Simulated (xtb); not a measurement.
H₄HfO₄ (SMILES [OH][Hf]([OH])([OH])[OH]), singlet, at a GFN2-xTB geometry (such geometries of metal compounds can be far from the true shape).

Here is a job for xtb.
```
$ xtb coord --gfn 2 --json

# file coord
$coord
     -0.0000000000      -0.0000000000      -0.0000000000  hf
      3.3841418018      -0.4187751200      -0.9470223201  o
      3.7802254685       0.6149912606      -2.3952704007  h
      0.1840168624       0.3529703399       3.5165592956  o
      1.9205193252       0.4205184113       4.0669901607  h
     -1.1220980756       2.5868628539      -2.1386154707  o
     -2.7482226559       2.1734038169      -2.8511799619  h
     -2.4460605886      -2.5210580927      -0.4309215236  o
     -2.9525221378      -3.2089134887       1.1794602208  h
$end
```

Task: Predict the partial charges in atom order from GFN2-xTB (xtb).

Result: Hf1 1.12, O2 -0.61, H3 0.33, O4 -0.61, H5 0.33, O6 -0.61, H7 0.33, O8 -0.61, H9 0.33

Task: Give the HOMO-LUMO gap at the level GFN2-xTB.

Result: 4.89 eV

Task: Give the total energy at the level GFN2-xTB.

Result: -19.9117 Eh

Task: Estimate the dipole moment that GFN2-xTB returns for this input.

Result: 0.00 D
